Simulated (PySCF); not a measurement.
# Computed properties of C3H9NOSi, SMILES CN1C[SiH](O)C1

C3H9NOSi, SMILES [SiH]1(CN(C1)C)O. The structure is a stationary point at r2SCAN-D4/def2-SVP. The structure was generated by enumeration, and PubChem lists no compound with its InChIKey, so it may never have been made. Other conformers were not sampled. All values are computed for the isolated molecule unless a solvent is named; none is compared with measurement here.

**Structure.** The optimised structure has Cs symmetry. All 39 harmonic modes at r2SCAN-D4/def2-SVP (PySCF) are real, so it is a minimum. With heavy atoms numbered as in [CH3:1][N:2]1[CH2:3][SiH:4]([OH:5])[CH2:6]1, the shortest bond between them is C1–N2 at 1.443 Å and the longest C3–Si4 at 1.896 Å.

**Vibrations.** The strongest infrared lines (harmonic, unscaled, degenerate partners summed) lie at 2254 cm⁻¹ (167 km/mol, H 97 %), 804 cm⁻¹ (154 km/mol, H 45 %, O 27 %, C 19 %), 2911 cm⁻¹ (144 km/mol, H 94 %). The softest mode is at 79 cm⁻¹ and the zero-point energy is 75.7 kcal/mol.

**Electronic structure.** HF/def2-TZVP (PySCF) places the frontier levels at -9.74 and 3.61 eV, a gap of 13.35 eV, and gives a dipole moment of 1.37 D and a mean polarisability of 66.1 bohr³. PBE/def2-TZVP (PySCF) at the same geometry gives -5.02 and -0.19 eV, so its gap is 8.52 eV narrower. An orbital gap is neither the optical nor the fundamental gap.

**Excitations.** TDA-ωB97X/def2-SVPD (PySCF) has S1 at 6.45 eV (192 nm, f = 0.017, weak); the most intense of the 10 singlets computed lies at 7.86 eV (f = 0.09). T1 (TDA) is at 6.35 eV, 0.10 eV under S1. TDA-PBE/def2-SVPD (PySCF) puts S1 at 4.71 eV. No vertical singlet excitation falls in the visible range (under 3.1 eV).

**NMR.** GIAO shifts at PBE0/pcSseg-1 (PySCF) (non-relativistic, atoms alike by connectivity averaged): ¹³C from 52.6 to 58.7 ppm against TMS; ¹H from 1.8 to 5.4 ppm against TMS; ²⁹Si at -2.1 ppm against TMS.
